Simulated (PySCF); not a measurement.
GaF2, SMILES [F][Ga][F], multiplicity 2.

Geometry optimised at ωB97X-D3(BJ)/def2-TZVP. The spin state was assumed, not searched. The isomer is the one that the SMILES or the coordinates give; other isomers of the formula were not compared.

All values below come from IEF-PCM-ωB97X/def2-SVP run with PySCF.

The values are the electrostatic part of the solvation free energy, E(continuum) − E(gas) at the gas-phase geometry, in a cavity of scaled van der Waals radii (PySCF's table); cavitation and dispersion terms are not included. A continuum can't describe solvent molecules that bind to the metal. The dipole moment in vacuum is 2.29 D.

Computed values in water (ε = 78.36), ethylethanoate (ε = 5.99), chlorobenzene (ε = 5.70):
| solvent | ε | ΔG(elec) (kcal/mol) | dipole (D) |
|---|---|---|---|
| water | 78.36 | -7.2 | 2.83 |
| ethylethanoate | 5.99 | -5.6 | 2.71 |
| chlorobenzene | 5.70 | -5.5 | 2.70 |
